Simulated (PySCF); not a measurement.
## Core-level binding energies of `O=C[C@@H]1C=CCO1`

Compound: C₅H₆O₂.
Structure used (GFN2-xTB), in Å, numbered top down from 1:
```xyz
13
C5H6O2 angstrom
O      2.4158   -1.0550    1.3130
C      1.7852   -0.7455    0.3447
C      0.7964    0.4058    0.2842
C     -0.4587    0.0266    1.0274
C     -1.4702   -0.0101    0.1791
C     -0.9980    0.3640   -1.1912
O      0.3832    0.6701   -1.0436
H      1.8553   -1.2957   -0.6121
H      1.2731    1.2993    0.7135
H     -0.4438   -0.1901    2.0774
H     -2.4954   -0.2531    0.3827
H     -1.5200    1.2451   -1.5862
H     -1.1273   -0.4608   -1.9065
```

Level of theory: PySCF, delta-SCF UKS SCAN, pcX-2 on the ionised atom, pcseg-1 elsewhere, spin-free X2C. These are vertical core ionisation energies against the vacuum level, from separate self-consistent calculations with and without the core hole.

Task: Give the core binding energies atom by atom.

Result: 
```json
{"atom(s)": "O7", "environment": "cyclic ether oxygen", "level": "O 1s", "binding energy (eV)": "538.74", "above the level's lowest (eV)": "+0.50", "count": "1"}
{"atom(s)": "O1", "environment": "aldehyde oxygen", "level": "O 1s", "binding energy (eV)": "538.24", "above the level's lowest (eV)": "0.00", "count": "1"}
{"atom(s)": "C2", "environment": "aldehyde carbon", "level": "C 1s", "binding energy (eV)": "293.50", "above the level's lowest (eV)": "+2.65", "count": "1"}
{"atom(s)": "C3", "environment": "sp3 carbon bound to oxygen", "level": "C 1s", "binding energy (eV)": "292.57", "above the level's lowest (eV)": "+1.72", "count": "1"}
{"atom(s)": "C6", "environment": "sp3 carbon bound to oxygen", "level": "C 1s", "binding energy (eV)": "292.56", "above the level's lowest (eV)": "+1.71", "count": "1"}
{"atom(s)": "C4", "environment": "alkene CH carbon", "level": "C 1s", "binding energy (eV)": "290.90", "above the level's lowest (eV)": "+0.05", "count": "1"}
{"atom(s)": "C5", "environment": "alkene CH carbon", "level": "C 1s", "binding energy (eV)": "290.85", "above the level's lowest (eV)": "0.00", "count": "1"}
```

Lowest listed C 1s: C5, bonded to C (double bond), C and H. Highest, 2.65 eV above it: C2, bonded to O (double bond), C and H. The widest gap between neighbouring values is 1.66 eV, between 290.90 and 292.56 eV. Summing the Pauling electronegativity differences to the bonded atoms, each weighted by its formal bond order, gives -0.35 for the lowest site and +1.43 for the highest; no listed site has a larger sum than the highest. The values 292.56 and 292.57 eV lie too close for their order to be trusted.

The listed O 1s values span 0.50 eV, from O1 (bonded to C (double bond)) to O7 (bonded to 2 C). Summing the Pauling electronegativity differences to the bonded atoms, each weighted by its formal bond order, gives -1.78 for the lowest site and -1.78 for the highest; the sum is the same at every site.

Task: Give the binding energy of C 1s of C3 in hartree and in kJ/mol.

Result: 292.57 eV = 10.7517 Eh = 28229 kJ/mol.

Spin contamination (⟨S²⟩ against 0.75 for a pure doublet) is marked for C 1s of C2 (0.94), which makes this value less certain. Geometry: GFN2-xTB, one conformer, isolated molecule.
